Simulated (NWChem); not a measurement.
# Si₂H₅Cl; SMILES [SiH3][SiH2]Cl

```xyz
8

Si     0.4022    -1.8263     0.0000
Si    -0.8624     0.1467     0.0000
Cl     0.4629     1.7503     0.0000
H     -0.5056    -3.0152     0.0000
H      1.2641    -1.8637    -1.2193
H      1.2641    -1.8637     1.2193
H     -1.7250     0.2507     1.2133
H     -1.7250     0.2507    -1.2133
```
Atoms are numbered in this order, from 1.

Program: NWChem. Medium grid unless said otherwise, to which SCAN and Minnesota functionals are sensitive. All runs use the structure optimised with PBE0/def2-SVP. B3LYP is NWChem's, with the RPA form of VWN correlation. Total energies of different functionals are on different scales.

| level | energy (Ha) | highest occupied level (eV) | orbital gap (eV) | dipole (D) |
|---|---|---|---|---|
| B3LYP/def2-SVP | -1041.9523 | -7.89 | 7.45 | 1.34 |
| PBE/def2-SVP | -1041.3899 | -6.92 | 5.72 | 1.26 |
| TPSSh/def2-SVP | -1041.9594 | -7.61 | 6.89 | 1.41 |
| LRC-wPBEh/def2-SVP | -1041.5124 | -9.98 | 11.28 | 1.49 |
| M06/def2-SVP | -1041.8560 | -8.01 | 7.73 | 1.43 |
| SCAN/def2-SVP | -1041.9581 | -7.30 | 6.23 | 1.42 |
| M05-2X/def2-SVP | -1041.8683 | -9.33 | 10.00 | 1.51 |
| KT2/def2-SVP | -1050.3578 | -6.99 | 5.69 | 1.31 |
| MPW1K/def2-SVP | -1041.9482 | -9.09 | 9.33 | 1.55 |
| OLYP/def2-SVP | -1041.8985 | -6.81 | 5.86 | 1.31 |
| TPSS/def2-SVP | -1041.9752 | -7.13 | 6.09 | 1.36 |
